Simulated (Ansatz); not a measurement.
Total energies of AlGaH4O, SMILES `[AlH2][O][GaH2]`.

Cartesian coordinates in Å:
```
Al 0.0473 -1.4527 0.8660
O -0.0015 -0.0148 0.0089
Ga -0.0495 1.5032 -0.8964
H 0.8165 -2.6871 0.2385
H -0.6770 -1.5240 2.2728
H 1.1098 2.5072 -0.6035
H -1.2455 1.6682 -1.8863
```

The species carries charge 0 and has multiplicity 1. Correlated methods include outer-core shells of Ga, which these sets cover unevenly. Scalar relativity is left out up to krypton. The structure was optimised at the PBE0-D4/def2-TZVP level. Basis def2-TZVPP, Ansatz 0.2.0.

RPA on PBE orbitals: Hartree–Fock energy of these orbitals -2242.40455 Eh, correlation -0.90728 Eh (frozen core).

```tsv
functional	energy without D4 (Eh)	D4 term (kJ/mol)
LDA (SPW92)	-2240.34729	–
PBE	-2244.48351	-11.6
revPBE	-2244.78163	-30.7
BLYP	-2245.06455	-25.0
r2SCAN	-2244.92979	-2.7
B97M-V	-2244.56681	–
PBE0	-2244.54924	-9.9
B3LYP	-2245.08837	-19.0
r2SCAN0	-2244.88663	-3.3
LC-ωPBE	-2244.63057	–
```

Question: Give the same for r2SCANh, HSE06 (plane-wave form), BHLYP, CAM-B3LYP, ωB97X-V, ωB97M-V, B2PLYP, PBE-QIDH. (An estimate is asked.)

Answer: Computed: 
```tsv
functional	energy without D4 (Eh)	D4 term (kJ/mol)
r2SCANh	-2244.91198	-2.9
HSE06 (plane-wave form)	-2244.53864	-9.3
BHLYP	-2244.94840	-16.6
CAM-B3LYP	-2245.11045	-10.2
ωB97X-V	-2244.76467	–
ωB97M-V	-2244.85372	–
B2PLYP	-2244.47769	–
PBE-QIDH	-2244.11869	–
```

B3LYP takes the VWN-RPA correlation (the form of Gaussian; ORCA's B3LYP/G). HSE06 is the plane-wave form, built on full-range PBE exchange. The double hybrids freeze the cores in their second-order part.

LC-ωPBE has ω = 0.4 bohr⁻¹.
